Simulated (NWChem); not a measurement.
System: GeNH2F3; SMILES [NH2][Ge]([F])([F])[F]

```xyz
7

N     -0.0083    -1.7723     0.4331
Ge    -0.0001    -0.0171    -0.0112
F     -1.3938     0.3589    -0.9467
F      1.4025     0.3481    -0.9376
F      0.0001     1.1231     1.2889
H     -0.8424    -2.0426     0.9482
H      0.8204    -2.0489     0.9535
```
Atoms are numbered in this order, from 1.

All runs: NWChem. Structure relaxed at the B3LYP/6-31G* (spherical d) level. Vzz is the largest principal value of the second derivative of the potential at the nucleus (NWChem prints the opposite sign); η is the asymmetry. Non-relativistic.

For level PBE/cc-pVTZ:

| Quantity | Result |
|---|---|
| Vzz Ge2 (a.u.) | -0.798 |

Problem. How do the values read with level PBE/def2-TZVP instead?

Solution. 
| Quantity | Value |
|---|---|
| Vzz Ge2 (a.u.) | -0.864 |
